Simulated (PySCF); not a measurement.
CH₄BI. Atoms are numbered in the order given.

```xyz
7

B      0.6641    -1.4036     0.0000
H      1.8609    -1.5197     0.0000
I     -0.0339     0.6245     0.0000
C     -0.3074    -2.6151     0.0000
H     -0.0801    -3.2502     0.8774
H     -0.0801    -3.2502    -0.8774
H     -1.3781    -2.3710     0.0000
```

Geometry optimised at B3LYP-D3(BJ)/def2-SVP. The def2 effective core potentials stand for the cores of I; spin–orbit coupling is left out.

Computed with PySCF with PBE0/def2-TZVPD.

Symmetry labels are those of the subgroup Cs that the program uses (full group Cs).

Computed valence orbital energies around the gap with their symmetry:
```
orbital  symmetry  energy (eV)
-------  --------  -----------
HOMO−7         A'       -19.30
HOMO−6         A'       -13.53
HOMO−5         A'       -11.94
HOMO−4         A"       -11.64
HOMO−3         A'       -10.30
HOMO−2         A'        -9.12
HOMO−1         A"        -7.98
HOMO           A'        -7.38
LUMO           A"        -1.67
LUMO+1         A'         0.07
LUMO+2         A'         0.22
LUMO+3         A'         0.73
```
